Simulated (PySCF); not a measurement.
Input of a response calculation (the driver script's job line, then coordinates in Å):

```
{"job": {"kind": "uv", "xc": "CAM-B3LYP", "basis": "def2-SVPD", "dynamic": true, "nstates": 6, "ntriplets": 0}, "charge": 0, "multiplicity": 1}
C      2.089843    -0.131783     0.407850
O      0.705609    -0.181483     0.729849
C     -0.139853    -0.177187    -0.308090
O      0.214229    -0.133158    -1.454696
Ge    -2.035675    -0.302884     0.288071
H      2.328883     0.790438    -0.142038
H      2.376943    -0.991120    -0.215827
H      2.628219    -0.155946     1.361993
H     -2.897567     0.413394    -0.759064
H     -2.401890    -1.794905     0.338045
H     -2.215289     0.326885     1.676864
```

Computed, not measured: TDDFT CAM-B3LYP/def2-SVPD, vertical, gas phase, core orbitals frozen in the response in PySCF 2.14.0, density-fitted response routines. Job line and output are in the format of a driver script around the code.

Problem. Give the output without the SCF cycles.

Solution. 
```
converged SCF energy = -2306.8721532812

Static polarisability (au): isotropic 64.585, principal 53.128 62.602 78.025

Singlet excitations
state   eV       nm        f      main configurations
  1   5.2681    235.3   0.00414   H->L 0.88
  2   7.2467    171.1   0.02329   H->L+1 0.81, H->L+2 0.09
  3   7.7476    160.0   0.09107   H-1->L 0.73, H->L+4 0.13
  4   7.9320    156.3   0.17637   H->L+2 0.59, H->L+4 0.10
  5   7.9613    155.7   0.03361   H-2->L 0.38, H-4->L 0.36, H->L+2 0.08
  6   8.1840    151.5   0.02568   H->L+3 0.61, H->L+4 0.22
```

One conformer (not necessarily the lowest) at the PBE0-D3(BJ)/def2-SVP geometry, without solvent, vibrations or thermal averaging. The CAM-B3LYP/def2-SVPD calculation is non-relativistic and has no spin–orbit coupling, an omission that weighs most on germanium.

H and L stand for HOMO and LUMO.

Conformer computed: `[CH3:1][O:2][C:3](=[O:4])[GeH3:5]`: C1–O2–C3–O4 0°.
